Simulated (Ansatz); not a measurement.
A nudged elastic band was laid between two geometries of Cl2H2Si + H2S (8 atoms, charge 0, multiplicity 1).

Theory: Ansatz, RHF/6-31G*.

```
movable images  : 5
climbing image  : yes
spring          : 5.0 eV/Å²
optimiser       : quadratic models (default)
start path      : through a guess of the saddle point
force threshold : 0.05 eV/Å
iteration limit : 60
end points      : relaxed
```

First end point:

```xyz
8
Properties=species:S:1:pos:R:3
Si -0.415 -0.528 -0.512
H -0.638 -0.405 0.924
Cl 1.609 -0.584 -0.861
Cl -1.245 1.092 -1.455
H -1.003 -1.739 -1.079
S 1.570 2.619 2.206
H 2.611 2.165 1.521
H 2.014 2.175 3.374
```

Last end point:

```xyz
8
Properties=species:S:1:pos:R:3
Si 0.400 0.503 -0.796
H -0.020 -0.191 3.940
Cl 1.707 -0.574 -1.954
Cl -1.130 1.220 -1.946
H -0.143 -0.420 0.194
S 1.342 2.196 0.077
H 2.293 1.529 0.722
H 0.051 0.534 3.882
```

Problem. Which bonds break or form, and what moves?

Solution. Bonds broken: Si1–H2, S6–H8. Bonds formed: Si1–S6, H2–H8. Cl2H2Si + H2S becomes Cl2H2SSi + H2.

Problem. Give the energies along the band, and the barrier.

Solution. The run converged. The highest image is number 3 of 0 to 6, 86.0 kcal/mol above the first end and 87.6 kcal/mol above the last; the last end lies 1.6 kcal/mol below the first. Neighbouring images differ by up to 3.4 eV, so the band resolves the path poorly. A vibrational analysis at the climbing image gives one clearly imaginary mode, 1996i cm⁻¹: a first-order saddle point. The orbitals stay closed-shell, which can raise the energy where a bond breaks towards radicals; this wasn't checked here.

```tsv
image	path coordinate (Å)	energy (kcal/mol)	Si1–H2 (Å)	S6–H8 (Å)	Si1–S6 (Å)
0	0.00	0.0	1.46	1.33	4.61
1	1.32	0.7	1.46	1.33	4.21
2	2.64	7.6	1.46	1.33	3.53
3	3.96	86.0	1.67	1.69	2.46
4	5.29	14.6	2.66	2.44	2.16
5	6.63	-1.0	3.72	3.37	2.13
6	7.96	-1.6	4.81	4.35	2.12
```

Problem. What is the geometry of the highest image?

Solution. 
```xyz
8
Properties=species:S:1:pos:R:3
Si 0.224 0.203 0.005
H -0.135 0.013 1.629
Cl 2.005 -0.343 -0.891
Cl -1.118 1.452 -0.918
H -0.463 -1.084 -0.141
S 1.246 2.122 1.158
H 2.411 1.585 1.505
H 0.329 0.847 1.771
```

The band took 12 iterations and roughly 80 core-seconds.

The run took 81 s on 1 thread of Intel(R) Xeon(R) 6975P-C (Granite Rapids) (shared host), peak memory 0.18 GiB.
